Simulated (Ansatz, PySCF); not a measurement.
Al(Cl)(H)(iPr) (C3H8AlCl), SMILES C[CH](C)[AlH][Cl]. Atoms are numbered in the order given.

```xyz
13

Al     0.7427    -0.3555     0.5522
Cl     0.3019     0.8089     2.2629
H      1.3033    -1.8137     0.8178
C      0.4860     0.4350    -1.2269
C     -0.4599     1.6353    -1.2496
C      0.1091    -0.6224    -2.2682
H      1.5037     0.8016    -1.4805
H     -0.4816     2.1099    -2.2464
H     -1.4956     1.3382    -1.0142
H     -0.1736     2.4068    -0.5185
H      0.8091    -1.4737    -2.2798
H      0.0971    -0.1966    -3.2871
H     -0.8988    -1.0322    -2.0853
```

The structure is a stationary point at PBE0-D3(BJ)/def2-SVP. One conformer was computed; it need not be the lowest.

Two levels are set side by side: PBE-D3(BJ)/def2-SVP (Ansatz, a quantum-chemistry and plane-wave program) and PBE0-D3(BJ)/def2-SVP (Ansatz). Each level has its own optimised geometry; the coordinates shown are those of the second. Frequencies come from the Hessian of PySCF at each geometry. Differences are taken from unrounded values.

```json
[
 {"quantity": "mean bond length (Å)", "PBE0-D3(BJ)": "1.371", "PBE-D3(BJ)": "1.380", "PBE-D3(BJ) minus PBE0-D3(BJ)": "0.009"},
 {"quantity": "bond Al1–Cl2 (Å)", "PBE0-D3(BJ)": "2.116", "PBE-D3(BJ)": "2.129", "PBE-D3(BJ) minus PBE0-D3(BJ)": "0.014"},
 {"quantity": "bond Al1–C4 (Å)", "PBE0-D3(BJ)": "1.964", "PBE-D3(BJ)": "1.977", "PBE-D3(BJ) minus PBE0-D3(BJ)": "0.013"},
 {"quantity": "bond C4–C5 (Å)", "PBE0-D3(BJ)": "1.528", "PBE-D3(BJ)": "1.537", "PBE-D3(BJ) minus PBE0-D3(BJ)": "0.008"},
 {"quantity": "bond C4–C6 (Å)", "PBE0-D3(BJ)": "1.531", "PBE-D3(BJ)": "1.540", "PBE-D3(BJ) minus PBE0-D3(BJ)": "0.009"},
 {"quantity": "bond Al1–H3 (Å)", "PBE0-D3(BJ)": "1.585", "PBE-D3(BJ)": "1.597", "PBE-D3(BJ) minus PBE0-D3(BJ)": "0.012"},
 {"quantity": "bond C4–H7 (Å)", "PBE0-D3(BJ)": "1.111", "PBE-D3(BJ)": "1.119", "PBE-D3(BJ) minus PBE0-D3(BJ)": "0.008"},
 {"quantity": "bond C5–H8 (Å)", "PBE0-D3(BJ)": "1.104", "PBE-D3(BJ)": "1.113", "PBE-D3(BJ) minus PBE0-D3(BJ)": "0.008"},
 {"quantity": "bond C5–H9 (Å)", "PBE0-D3(BJ)": "1.103", "PBE-D3(BJ)": "1.111", "PBE-D3(BJ) minus PBE0-D3(BJ)": "0.008"},
 {"quantity": "bond C5–H10 (Å)", "PBE0-D3(BJ)": "1.101", "PBE-D3(BJ)": "1.109", "PBE-D3(BJ) minus PBE0-D3(BJ)": "0.008"},
 {"quantity": "bond C6–H11 (Å)", "PBE0-D3(BJ)": "1.102", "PBE-D3(BJ)": "1.110", "PBE-D3(BJ) minus PBE0-D3(BJ)": "0.008"},
 {"quantity": "bond C6–H12 (Å)", "PBE0-D3(BJ)": "1.104", "PBE-D3(BJ)": "1.113", "PBE-D3(BJ) minus PBE0-D3(BJ)": "0.009"},
 {"quantity": "bond C6–H13 (Å)", "PBE0-D3(BJ)": "1.103", "PBE-D3(BJ)": "1.111", "PBE-D3(BJ) minus PBE0-D3(BJ)": "0.008"},
 {"quantity": "highest harmonic wavenumber (cm⁻¹)", "PBE0-D3(BJ)": "3143", "PBE-D3(BJ)": "3053", "PBE-D3(BJ) minus PBE0-D3(BJ)": "-89"},
 {"quantity": "mean harmonic wavenumber (cm⁻¹)", "PBE0-D3(BJ)": "1346", "PBE-D3(BJ)": "1303", "PBE-D3(BJ) minus PBE0-D3(BJ)": "-43"},
 {"quantity": "zero-point energy (kcal/mol)", "PBE0-D3(BJ)": "63.49", "PBE-D3(BJ)": "61.47", "PBE-D3(BJ) minus PBE0-D3(BJ)": "-2.02"}
]
```

GGA bonds tend to be longer and softer than those of functionals with exact exchange. Differences between two approximate levels are no errors against the true value.
